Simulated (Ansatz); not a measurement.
A run for Ansatz (a first-principles code): R-revPBE/def2-TZVPP on Cl4Te (SMILES Cl[Te](Cl)(Cl)Cl). Elements past Kr take the def2 small-core potentials; no spin–orbit coupling.

Ansatz 0.2 input:
```yaml
crystal:
  periodic: [false, false, false]
  atoms:
    - {symbol: Te, position_ang: [0.00000000, -0.59505840, 0.00000000]}
    - {symbol: Cl, position_ang: [0.00000000, -0.59865303, 2.46311266]}
    - {symbol: Cl, position_ang: [-0.00000000, -0.59865303, -2.46311266]}
    - {symbol: Cl, position_ang: [1.78377760, 0.89623223, 0.00000000]}
    - {symbol: Cl, position_ang: [-1.78377760, 0.89623223, -0.00000000]}
basis:
  gaussian:
    orbitals: def2-TZVPP
hamiltonian:
  xc: {name: revPBE}
scf: {lower_state_search: off}
```

It printed:

```
WARN ansatz: RAYON_NUM_THREADS=4 ignored (pool sized by the plan → 4); use --threads N
Functional definition: revPBE
these checks for a lower state are left out or cut short: stability, starts, cluster_reference, orbital_swaps, neighbouring_geometries, increment
integrals: 0.21 GiB planned
1562 factors; their error is unknown
mean field: 1.04 GiB planned
mean field evaluation 1: about -57376.0842 eV, gradient 3.7e1 eV
mean field evaluation 2: about -57348.9090 eV, gradient 1.1e2 eV
mean field evaluation 4: about -57379.6088 eV, gradient 7.8e0 eV
mean field evaluation 8: about -57379.7686 eV, gradient 1.6e-1 eV
mean field evaluation 16: about -57379.6199 eV, gradient 2.9e-4 eV
mean field -57379.61993927 eV, -2108.6621394648 hartree, gradient 1.5e-6 eV, S^2 0.000000; 0 other end points of the search recorded, 0 dependent functions left out
reference -57379.61998922 eV, -2108.6621413003 hartree; 46, 46 occupied and 172, 172 virtual orbitals, 1562 factors
Total energy: -57379.61998922 eV, -2108.6621413003 hartree
Checks for a lower state left out: stability, starts, cluster_reference, orbital_swaps, neighbouring_geometries, increment
```

The calculation finished and met its thresholds.

Cost: very roughly 4 core-seconds.
